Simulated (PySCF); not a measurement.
Input of a run (PBE0-D3(BJ)/def2-SVP geometry optimisation, gas phase, def2 core potentials past Kr (PySCF 2.14.0)), started from GFN2-xTB:
```
{"job": {"xc": "PBE0", "basis": "def2-SVP", "d3": "d3bj", "grid": 1, "maxiter": 40, "kind": "geom"}, "charge": -1, "multiplicity": 1}
Re     0.000330    -0.004260     0.242730
O     -0.008750    -0.031620     1.900280
Cl     1.761540     0.026210    -1.113120
Cl    -0.012510     2.330360     0.084900
Cl    -1.756210     0.011410    -1.120950
Cl     0.015580    -2.332090     0.006150
```

Output (energies in Eh, forces in Eh/bohr):
```
step   0  E = -1993.27366855  max force = 0.033590
step   1  E = -1993.28414416  max force = 0.017478
step   2  E = -1993.28655894  max force = 0.010113
step   3  E = -1993.28899405  max force = 0.010257
step   4  E = -1993.29110954  max force = 0.008454
step   5  E = -1993.29162032  max force = 0.004428
step   6  E = -1993.29217426  max force = 0.002871
step   7  E = -1993.29232383  max force = 0.002896
step   8  E = -1993.29238150  max force = 0.000850
step   9  E = -1993.29239808  max force = 0.000288
step  10  E = -1993.29240309  max force = 0.000521
step  11  E = -1993.29240509  max force = 0.000549
step  12  E = -1993.29240388  max force = 0.000102
optimisation converged
```

Question: Summarise the run.

Answer: The energy falls by 11.8 kcal/mol over 13 energy and gradient evaluations, the largest force component goes from 0.0336 to 1.0e-04 Eh/bohr, and the atoms move by 0.552 Å rms after alignment. Among the bonds, Re1–Cl3 and Re1–Cl5 change most and about equally (+0.121 Å). Bonds longer at the end by more than 0.005 Å: 2 of 5; shorter: 0. Among the angles that change most is Cl3–Re1–Cl5, from 104.6° to 144.6°. The energy rose by more than 1e-6 Eh at step 12. The first step brought 56 % of the lowering.

Question: What are the final bond lengths?

Answer: Re1–O2 1.655 Å, Re1–Cl3 2.344 Å, Re1–Cl4 2.344 Å, Re1–Cl5 2.344 Å, Re1–Cl6 2.344 Å. Numbering counts from 1 in the input's order; the species is `[O]=[Re-]([Cl])([Cl])([Cl])[Cl]` ([ReOCl4]-).

The run used 118 basis functions and 115 SCF cycles in all. The run took 4.0 min wall, 2.2 min CPU on one thread, x86-64 server, shared host.

Whether it is a minimum is left open (no frequencies). The geometry's basis has no diffuse functions, a weakness for an anion.
